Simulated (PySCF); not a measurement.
C5H8P3 (charge -1).
Z-matrix (Å and degrees, GFN2-xTB geometry), rows numbered from 1:
```
C 
C   1  1.5269
C   2  1.5273  1  109.97
C   2  1.5119  1  111.02  3   122.96
P   4  1.7399  2  120.18  1   -59.83
P   5  2.0911  4   99.09  2  -179.67
C   6  1.7243  5   98.14  4     0.05
P   7  1.7272  6  123.58  5    -0.05
H   1  1.0883  2  110.23  3   178.95
H   1  1.0884  2  109.25  3   -62.12
H   1  1.0915  2  110.97  3    58.25
H   2  1.0998  1  108.77  3  -118.94
H   3  1.0885  2  109.22  1    62.40
H   3  1.0915  2  111.00  1   -57.98
H   3  1.0884  2  110.20  1  -178.71
H   7  1.0847  6  117.93  5   179.98
```

Probes without a nucleus sit at each ring's centroid and 1 Å off its mean plane on both sides; NICS is minus the shielding there, NICSzz its component along the normal. Level: GIAO PBE0/pcSseg-1 (PySCF, non-relativistic, gas phase) on the GFN2-xTB geometry, one conformer.

Ring bond lengths (Å), with Mayer bond orders in brackets: C4–P5 1.740 (1.33), P5–P6 2.091 (1.30), P6–C7 1.724 (1.35), C7–P8 1.727 (1.28), P8–C4 1.744 (1.28).

What do the NICS probes read (ppm)?

```
          ring                                                 type  NICS(0)  NICS(1), two faces  NICS(1)zz, two faces  rms pucker (Å)  centre to ring atoms, mean (Å)
C4–P5–P6–C7–P8  5-membered ring with 3 P; formal bonds all aromatic    -11.8       -12.4 / -12.4         -29.5 / -29.6            0.00                            1.53
```

What do they say, and how far can they be read as aromaticity?

- C4–P5–P6–C7–P8: mean NICS(1)zz -29.5 ppm, shielded.

At the second NICS(1) probe listed for ring C4–P5–P6–C7–P8, 1 Å off the ring, what do the in-plane components average?

The isotropic value is a third of the trace: (3 × -12.4 − (-29.6))/2 = -3.8 ppm.

Give the inner angles of the rings and the Hirshfeld charges of the ring atoms.

- C4–P5–P6–C7–P8: C4 121.7° (-0.146 e), P5 99.1° (-0.160 e), P6 98.1° (-0.187 e), C7 123.6° (-0.240 e), P8 97.5° (-0.108 e); sum 540.0° against 540° for a flat convex ring.

How shielded are the nuclei of the rings and their hydrogens (means over atoms taken as equivalent)?

```tsv
atoms	environment	σ isotropic (ppm)	principal values of the symmetric part, first atom (ppm)
C4	substituted aromatic carbon	-29.1	-171.8, -33.5, 117.9
P5	phosphorus bonded to C and P	76.8	-172.9, -36.4, 439.7
P6	phosphorus bonded to C and P	39.8	-180.1, -44.5, 343.8
C7	aromatic CH carbon	14.1	-146.4, 38.7, 149.8
P8	phosphorus bonded to 2 C	65.3	-108.5, 17.3, 287.1
H16	aromatic hydrogen	22.76	21.2, 21.5, 25.6
```

Cost: about 1.8 min of CPU time on one thread; the machine was shared, so the figure is rough. This is the whole shielding run at PBE0/pcSseg-1, SCF included.
